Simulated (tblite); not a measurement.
Species: C6H6ClF2 (doublet state).
SMILES with atom numbers: `[F:1][C@@:2]1([Cl:3])[CH:4][C@:5]12[CH2:6][C@H:7]([F:8])[CH2:9]2` (hydrogens: H10 on C4; H11, H12 on C6; H13 on C7; H14, H15 on C9)

Computed with GFN2-xTB (tblite), gas phase: L-BFGS steps from a force-field or distance-geometry start until the largest atomic force falls under 0.01 eV/Å.

Step 25: E = -810.8054 eV
```
atom  x, y, z in Å  |  force x, y, z in eV/Å
F1      2.3582   -1.2526    0.6895   -0.024  -0.033   0.047
C2      1.8652   -0.0681    0.2509    0.033  -0.001  -0.023
Cl3     2.5896    1.2497    1.1798    0.019   0.034   0.008
C4      1.4829    0.1144   -1.1351    0.012   0.029   0.022
C5      0.4081   -0.0119   -0.1616   -0.033  -0.024  -0.035
C6     -0.6861    1.0089    0.1569   -0.010  -0.033  -0.017
C7     -1.7204   -0.1125   -0.0243   -0.004   0.022  -0.003
F8     -2.6349   -0.2228    0.9880    0.027  -0.006  -0.004
C9     -0.5976   -1.1586   -0.0041   -0.032   0.027  -0.011
H10     1.7299    0.8656   -1.8517    0.007   0.005   0.002
H11    -0.7559    1.8646   -0.5104   -0.026  -0.024   0.001
H12    -0.6394    1.3493    1.1905    0.020  -0.013  -0.014
H13    -2.2862   -0.0648   -0.9589    0.010  -0.007   0.035
H14    -0.5953   -1.9038   -0.7959   -0.014   0.030   0.006
H15    -0.5225   -1.6495    0.9646    0.017  -0.006  -0.012
```

Step 26: E = -810.8059 eV
```
atom  x, y, z in Å  |  force x, y, z in eV/Å
F1      2.3537   -1.2539    0.6926   -0.025  -0.024   0.046
C2      1.8629   -0.0691    0.2524    0.053   0.023  -0.017
Cl3     2.5921    1.2508    1.1788    0.001   0.006  -0.004
C4      1.4825    0.1140   -1.1338    0.018   0.025   0.008
C5      0.4064   -0.0109   -0.1620   -0.001  -0.013  -0.026
C6     -0.6872    1.0095    0.1565   -0.005  -0.023  -0.012
C7     -1.7206   -0.1124   -0.0230   -0.008   0.013  -0.003
F8     -2.6335   -0.2247    0.9899    0.017  -0.003   0.010
C9     -0.5977   -1.1580   -0.0057   -0.015   0.017  -0.004
H10     1.7309    0.8633   -1.8518    0.010   0.005   0.005
H11    -0.7571    1.8643   -0.5117   -0.031  -0.020  -0.003
H12    -0.6389    1.3515    1.1892    0.017  -0.012  -0.006
H13    -2.2871   -0.0643   -0.9562   -0.005  -0.008   0.013
H14    -0.5920   -1.9012   -0.7988   -0.031   0.024  -0.001
H15    -0.5188   -1.6507    0.9615    0.005  -0.009  -0.005
```

Task: Estimate the geometry and energy of step 27. (The exact step hangs on the optimiser's Hessian estimate; all steps are aligned on step 26, rigid shifts and turns removed.)

Result: E = -810.8062 eV, largest force 0.055 eV/Å
```
atom  x, y, z in Å  |  force x, y, z in eV/Å
F1      2.3502   -1.2551    0.6957   -0.026  -0.005   0.038
C2      1.8624   -0.0695    0.2534    0.047   0.028  -0.005
Cl3     2.5946    1.2515    1.1783   -0.011  -0.014  -0.011
C4      1.4826    0.1144   -1.1324    0.023   0.012  -0.007
C5      0.4054   -0.0102   -0.1626    0.028   0.003  -0.011
C6     -0.6883    1.0096    0.1560    0.005  -0.007  -0.006
C7     -1.7210   -0.1123   -0.0220   -0.008  -0.001   0.000
F8     -2.6322   -0.2263    0.9916    0.006  -0.001   0.024
C9     -0.5981   -1.1572   -0.0069    0.006   0.002   0.001
H10     1.7321    0.8614   -1.8523    0.014   0.010   0.005
H11    -0.7588    1.8636   -0.5129   -0.033  -0.014  -0.008
H12    -0.6387    1.3529    1.1881    0.015  -0.012  -0.001
H13    -2.2882   -0.0642   -0.9539   -0.019  -0.007  -0.007
H14    -0.5903   -1.8987   -0.8011   -0.042   0.013  -0.010
H15    -0.5162   -1.6519    0.9590   -0.004  -0.008  -0.001
```

The energy changes by -0.0003 eV. The first-order estimate −F·Δx gives -0.0005 eV and the mean of the old and new forces, exact on a quadratic surface, -0.0003 eV. The step makes an angle of 67° with the force vector and moves no atom by more than 0.005 Å.

What follows is the cost of the whole relaxation. The run took 0.49 s of wall time on an Intel Xeon Platinum 8488C with one thread, no GPU (shared host).
